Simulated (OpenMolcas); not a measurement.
## What dynamic correlation does to the levels of Ni7+

```yaml
Program: OpenMolcas 26.06
Basis: ANO-RCC-VQZP [7s6p4d3f2g1h]
Scalar_Hamiltonian: DKH2, point nucleus
Active_space: 3 electrons in 10 orbitals (3d 4d)
State_averaging: 2S+1 = 4 even, 10 roots; 2S+1 = 2 even, 40 roots
Spin-orbit_coupling: RASSI with atomic mean-field integrals over the reference wave functions, term energies averaged over their components
```

Methods on the same reference wave functions:
A. CASSCF
B. SS-CASPT2, IPEA 0.25 Eh, imaginary shift 0.1 Eh (closed shells correlated: 3s 3p)
C. MS-CASPT2, IPEA 0.25 Eh, imaginary shift 0.1 Eh (closed shells correlated: 3s 3p)

Energies in cm-1 above 3d3 4F 3/2, the measured ground level; measured values from Corliss and Sugar, J. Phys. Chem. Ref. Data 10, 197 (1981).

| Level | A | B | C | Measured |
| --- | --- | --- | --- | --- |
| 3d3 4F 3/2 | 0.0 | 0.0 | 0.0 | 0.0 |
| 3d3 4F 5/2 | 945 | 956 | 955 | 1012 |
| 3d3 4F 7/2 | 2202 | 2220 | 2220 | 2184 |
| 3d3 4F 9/2 | 3719 | 3730 | 3730 | 3721 |
| 3d3 4P 1/2 | 27996 | 23780 | 23780 | 23261 |
| 3d3 4P 3/2 | 28262 | 24020 | 24020 | 23710 |
| 3d3 2G 7/2 | 28999 | 25990 | 25990 |  |
| 3d3 4P 5/2 | 29530 | 25310 | 25310 | 24669 |
| 3d3 2G 9/2 | 30168 | 27220 | 27220 |  |
| 3d3 2P 3/2 [54 %] | 38067 | 32930 | 32930 |  |
| 3d3 2P 1/2 | 38206 | 33400 | 33400 |  |
| 3d3 2H 9/2 | 38389 | 36440 | 36440 |  |
| 3d3 2H 11/2 | 39200 | 37300 | 37300 |  |
| 3d3 2D 3/2(1) [57 %] | 42464 | 37060 | 37070 |  |
| 3d3 2D 5/2(1) | 42595 | 36830 | 36820 |  |
| 3d3 2F 7/2 | 65113 | 58550 | 58550 |  |
| 3d3 2F 5/2 | 65628 | 59060 | 59060 |  |
| 3d3 2D 5/2(2) | 100920 | 91860 | 91880 |  |
| 3d3 2D 3/2(2) | 101492 | 92430 | 92410 |  |

Deviations, from unrounded energies. A percentage is the sum of absolute deviations over the sum of measured energies, with the sign that they share, or ± where signs differ.

| Against measurement | Levels | A | B | C |
| --- | --- | --- | --- | --- |
| mean absolute deviation (cm-1) | 6 | 2400 | 260 | 260 |
| fine structure of the ground term (%) | 3 | ±1.3 | ±1.4 | ±1.4 |
| other terms of the ground configuration (%) | 3 | +19.7 | +2.1 | +2.1 |

B, C lie about equally close to measurement and A furthest from it. The largest miss of B in the table is 3d3 4P 5/2, by +640 cm-1. The ranking rests on the paired levels alone, and a cruder setting can come out closer through cancelling errors.

Between B and C the level of the table that moves most is 3d3 2D 5/2(1), by 15 cm-1 (lowest in C, highest in B). Moves below CASPT2's spread within the term are not significant.

The two smallest mean deviations differ by little beside CASPT2's spread within terms, so their order carries little weight.

From A to B the spin-free energies of the other terms of 3d3 shown, above 4F, scale by factors of 0.84 to 0.95, as is usual when dynamic correlation screens the repulsion within a d or f shell.

The lowest spin-free term lies below A's lowest term by 0.373 hartree in B, 0.373 hartree in C.

CASPT2 breaks the degeneracy within a term, and the mean is taken; among the terms shown or strongly mixed into the levels shown the widest spread is 720 cm-1 (3d3 4F, C). Active for correlation alone: 4d; no level in the range computed is led by a configuration that fills it, so any true level of that kind is missing. Without dynamic correlation excited terms often stand tens of per cent too high (terms of higher spin than the ground term too low), and those without a measured partner can miss by more than the paired ones (holds for A). Computed and measured levels are paired by configuration, term and J; levels that our copy of the source lacks, or whose pairing is in doubt (as where it misses far off the trend of its configuration), stay unpaired and out of the deviations. Levels of configurations outside the active space are missing.

A share in square brackets marks a mixed level and gives the weight of the term that names it, the lowest over the columns. A number in round brackets counts repeated terms of one configuration in the order of the reference energies.
